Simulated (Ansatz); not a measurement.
Input for Ansatz (a first-principles code): R-wB97M-V/def2-TZVPPD on SiH4 (SMILES [SiH4]). The basis file is the Basis Set Exchange's JSON of that set.

Ansatz 0.2 input:
```yaml
crystal:
  periodic: [false, false, false]
  atoms:
    - {symbol: Si, position_ang: [-0.00000068, -0.00001887, 0.00000011]}
    - {symbol: H, position_ang: [-0.16917863, 1.22341910, -0.81593872]}
    - {symbol: H, position_ang: [-0.74393944, 0.14787700, 1.27116516]}
    - {symbol: H, position_ang: [1.43701956, -0.20474315, 0.29023678]}
    - {symbol: H, position_ang: [-0.52390081, -1.16663408, -0.74546333]}
basis:
  gaussian:
    orbitals: def2-TZVPPD.json
hamiltonian:
  xc: {name: wB97M-V}
scf: {lower_state_search: off}
```

Problem. Predict the final total energy.

Solution. -291.8465 hartree.
